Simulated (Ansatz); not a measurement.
CH₇BGeN₂ (`BN/C=[N]/[GeH3]`). The species carries charge 0 and has multiplicity 1.

```xyz
12

B    -0.505   -0.801    2.303
N    -1.148   -0.541    1.079
C    -0.584   -0.074   -0.109
N     0.637    0.194   -0.241
Ge    1.268    0.806   -1.862
H     0.665   -0.623    2.410
H    -1.189   -1.201    3.198
H    -2.141   -0.700    1.007
H    -1.338    0.029   -0.906
H     2.337   -0.178   -2.358
H     0.108    0.897   -2.884
H     1.890    2.192   -1.638
```

(1) What are the harmonic wavenumbers in cm⁻¹ at PBE0-D4/def2-TZVP (Ansatz, finite differences of forces, unscaled)? (Best estimate.)

(2) Is this a minimum?

(3) Give the ideal-gas thermochemistry at 298.15 K and 1 bar (rigid rotor, harmonic oscillator; point group Cs, symmetry number 1).

(4) And at 400, 500, 600, 800 and 1000 K?

Results:

(1) Ansatz gave: 87, 135, 155, 226, 249, 413, 506, 617, 626, 786, 801, 847, 868, 882, 970, 1009, 1020, 1054, 1197, 1306, 1425, 1501, 1764, 2101, 2168, 2170, 2605, 2716, 2983, 3620.

(2) Yes, all 30 modes are real.

(3) Zero-point energy 220.2 kJ/mol; H(298) − E = 241.7 kJ/mol; entropy 352.4 J/(mol·K), of which translation 169.6, rotation 113.3, vibration 69.5; G(298) − E = 136.6 kJ/mol. Modes under 100 cm⁻¹ are hindered rotations or soft bends, so the harmonic entropy is rough.

(4) 
```
T (K)  H − E (kJ/mol)  S (J/mol/K)  G − E (kJ/mol)
  400           254.5        389.2            98.8
  500           269.4        422.3            58.2
  600           286.2        452.9            14.4
  800           324.3        507.5           -81.8
 1000           366.8        554.9          -188.1
```
